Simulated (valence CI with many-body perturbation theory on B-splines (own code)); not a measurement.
**Tl32+: M1 decay**

Computed by valence CI with perturbative core correlation (CI+MBPT): three valence electrons over a frozen Dirac-Fock core [Kr] 4d10, a basis of 7 s, 7 p, 7 d, 7 f, 4 g, 2 h functions for each j, with the one-electron correlation potential Σ1 (screened to all orders), the two-electron term Σ2, the three-electron term Σ3, Breit, model QED; selected single and double excitations, second order for the rest, scaled by the run's own slope (own B-spline code, finite nucleus).

No measured spectrum was set against this ion. As an estimate, large intervals hold to a few tenths of a per cent, small ones and those within an open d or f shell to about a per cent. Excitations out of the core, of the other parity, are not computed and may begin above about 193 eV (a cautious bound); beyond it only levels of the ground parity were kept, without lifetimes.

Lines 51 to 100 of 120 in falling wavelength, among levels below 193.44 eV, chosen from the decays that carry over 1 % of a level's rate. Wavelengths and rates use the calculated energies. Weak lines are less certain than strong ones. Lines between different terms over intervals too small for the method are left out, as are lines whose strength nearly cancels.

Levels are named by their leading jj configuration (3d3/2^4 stands for four electrons in 3d with j = 3/2), which in mixed levels can hold well under half, so a name can repeat and another be missing. Letters in brackets count levels of one name in rising energy.

| λ vac (Å) | Upper | Lower | Type | A (s⁻¹) | Branch % |
| --- | --- | --- | --- | --- | --- |
| 2010 | (4f5/2 4f7/2^2) J=7/2 [a] | (4f5/2^2 4f7/2) J=5/2 [a] | M1 | 2.42e+03 | 70.1 |
| 1984 | (4f7/2^3) J=15/2 | (4f5/2^2 4f7/2) J=15/2 [b] | M1 | 1.46e+03 | 28.0 |
| 1950 | (4f5/2^2 4f7/2) J=3/2 [b] | (4f5/2^3) J=5/2 | M1 | 6.33e+02 | 41.8 |
| 1886 | (4f5/2 4f7/2^2) J=5/2 [a] | (4f5/2^2 4f7/2) J=7/2 [b] | M1 | 2.49e+02 | 8.6 |
| 1874 | (4f5/2 4f7/2^2) J=3/2 [b] | (4f5/2^2 4f7/2) J=5/2 [b] | M1 | 4.66e+02 | 8.5 |
| 1849 | (4f5/2 4f7/2^2) J=7/2 [b] | (4f5/2 4f7/2^2) J=9/2 [a] | M1 | 7.51e+01 | 4.5 |
| 1830 | (4f7/2^3) J=9/2 | (4f5/2 4f7/2^2) J=7/2 [a] | M1 | 2.04e+03 | 39.8 |
| 1801 | (4f5/2^2 4f7/2) J=5/2 [b] | (4f5/2^3) J=5/2 | M1 | 7.15e+02 | 37.6 |
| 1794 | (4f7/2^3) J=9/2 | (4f5/2 4f7/2^2) J=9/2 [b] | M1 | 8.12e+02 | 15.8 |
| 1738 | (4f5/2 4f7/2^2) J=13/2 [b] | (4f5/2^2 4f7/2) J=11/2 [b] | M1 | 4.04e+02 | 24.4 |
| 1736 | (4f5/2 4f7/2^2) J=3/2 [b] | (4f5/2^2 4f7/2) J=3/2 [b] | M1 | 1.65e+03 | 30.2 |
| 1735 | (4f5/2 4f7/2^2) J=3/2 [b] | (4f5/2^2 4f7/2) J=1/2 | M1 | 2.01e+03 | 36.7 |
| 1715 | (4f5/2 4f7/2^2) J=13/2 [b] | (4f5/2 4f7/2^2) J=13/2 [a] | M1 | 3.23e+02 | 19.5 |
| 1651 | (4f5/2 4f7/2^2) J=3/2 [a] | (4f5/2^2 4f7/2) J=3/2 [a] | M1 | 2.56e+03 | 80.2 |
| 1631 | (4f5/2 4f7/2^2) J=3/2 [a] | (4f5/2^2 4f7/2) J=5/2 [a] | M1 | 4.07e+02 | 12.8 |
| 1616 | (4f5/2 4f7/2^2) J=9/2 [c] | (4f5/2^2 4f7/2) J=7/2 [b] | M1 | 1.64e+03 | 52.1 |
| 1601 | (4f5/2^2 4f7/2) J=15/2 [b] | (4f5/2^2 4f7/2) J=13/2 | M1 | 1.55e+03 | 61.1 |
| 1598 | (4f5/2 4f7/2^2) J=9/2 [b] | (4f5/2^2 4f7/2) J=9/2 | M1 | 1.67e+03 | 49.0 |
| 1571 | (4f5/2 4f7/2^2) J=7/2 [a] | (4f5/2^2 4f7/2) J=9/2 | M1 | 3.61e+01 | 1.0 |
| 1518 | (4f5/2 4f7/2^2) J=5/2 [b] | (4f5/2^2 4f7/2) J=5/2 [b] | M1 | 2.44e+03 | 31.5 |
| 1458 | (4f5/2 4f7/2^2) J=5/2 [a] | (4f5/2^2 4f7/2) J=7/2 [a] | M1 | 1.15e+03 | 39.5 |
| 1452 | (4f5/2^2 4f7/2) J=9/2 | (4f5/2^3) J=9/2 | M1 | 2.16e+03 | 94.9 |
| 1446 | (4f5/2 4f7/2^2) J=11/2 [a] | (4f5/2^2 4f7/2) J=13/2 | M1 | 3.26e+02 | 17.6 |
| 1434 | (4f5/2 4f7/2^2) J=5/2 [a] | (4f5/2^2 4f7/2) J=3/2 [a] | M1 | 7.92e+02 | 27.2 |
| 1433 | (4f7/2^3) J=15/2 | (4f5/2 4f7/2^2) J=13/2 [a] | M1 | 3.31e+03 | 63.6 |
| 1428 | (4f5/2 4f7/2^2) J=7/2 [b] | (4f5/2^2 4f7/2) J=7/2 [b] | M1 | 1.51e+02 | 9.0 |
| 1426 | (4f5/2 4f7/2^2) J=5/2 [b] | (4f5/2^2 4f7/2) J=3/2 [b] | M1 | 1.20e+03 | 15.4 |
| 1418 | (4f5/2 4f7/2^2) J=5/2 [a] | (4f5/2^2 4f7/2) J=5/2 [a] | M1 | 3.37e+02 | 11.6 |
| 1409 | (4f7/2^3) J=9/2 | (4f5/2 4f7/2^2) J=9/2 [a] | M1 | 9.46e+02 | 18.5 |
| 1404 | (4f5/2 4f7/2^2) J=11/2 [a] | (4f5/2^2 4f7/2) J=9/2 | M1 | 1.02e+03 | 54.9 |
| 1383 | (4f5/2 4f7/2^2) J=13/2 [a] | (4f5/2^2 4f7/2) J=11/2 [a] | M1 | 3.83e+03 | 88.8 |
| 1381 | (4f7/2^3) J=9/2 | (4f5/2^2 4f7/2) J=11/2 [b] | M1 | 5.65e+02 | 11.0 |
| 1369 | (4f5/2^2 4f7/2) J=11/2 [b] | (4f5/2^2 4f7/2) J=11/2 [a] | M1 | 3.50e+02 | 29.1 |
| 1343 | (4f5/2 4f7/2^2) J=9/2 [a] | (4f5/2^2 4f7/2) J=11/2 [a] | M1 | 2.20e+02 | 13.2 |
| 1340 | (4f5/2^2 4f7/2) J=1/2 | (4f5/2^3) J=3/2 | M1 | 1.51e+03 | 87.0 |
| 1340 | (4f5/2^2 4f7/2) J=3/2 [b] | (4f5/2^3) J=3/2 | M1 | 1.65e+02 | 10.9 |
| 1268 | (4f5/2^2 4f7/2) J=5/2 [b] | (4f5/2^3) J=3/2 | M1 | 9.65e+02 | 50.7 |
| 1254 | (4f5/2 4f7/2^2) J=13/2 [b] | (4f5/2^2 4f7/2) J=15/2 [a] | M1 | 3.67e+02 | 22.1 |
| 1216 | (4f5/2 4f7/2^2) J=1/2 | (4f5/2^2 4f7/2) J=3/2 [a] | M1 | 3.20e+02 | 15.5 |
| 1181 | (4f5/2^2 4f7/2) J=7/2 [a] | (4f5/2^3) J=9/2 | M1 | 3.77e+02 | 87.8 |
| 1180 | (4f5/2 4f7/2^2) J=17/2 | (4f5/2^2 4f7/2) J=15/2 [a] | M1 | 8.88e+02 | 60.4 |
| 1168 | (4f5/2 4f7/2^2) J=7/2 [b] | (4f5/2^2 4f7/2) J=7/2 [a] | M1 | 2.89e+01 | 1.7 |
| 1161 | (4f5/2 4f7/2^2) J=5/2 [a] | (4f5/2^3) J=5/2 | M1 | 5.65e+01 | 1.9 |
| 1151 | (4f7/2^3) J=9/2 | (4f5/2^2 4f7/2) J=7/2 [b] | M1 | 1.98e+02 | 3.9 |
| 1143 | (4f5/2 4f7/2^2) J=7/2 [b] | (4f5/2^2 4f7/2) J=5/2 [a] | M1 | 5.02e+01 | 3.0 |
| 1133 | (4f5/2 4f7/2^2) J=5/2 [b] | (4f5/2^2 4f7/2) J=7/2 [b] | M1 | 1.65e+03 | 21.3 |
| 1115 | (4f5/2 4f7/2^2) J=9/2 [b] | (4f5/2^2 4f7/2) J=11/2 [a] | M1 | 5.14e+02 | 15.1 |
| 1106 | (4f5/2 4f7/2^2) J=11/2 [b] | (4f5/2^2 4f7/2) J=13/2 | M1 | 1.73e+02 | 7.7 |
| 1097 | (4f7/2^3) J=15/2 | (4f5/2^2 4f7/2) J=15/2 [a] | M1 | 6.89e+01 | 1.3 |
| 1081 | (4f5/2 4f7/2^2) J=11/2 [b] | (4f5/2^2 4f7/2) J=9/2 | M1 | 2.30e+02 | 10.3 |
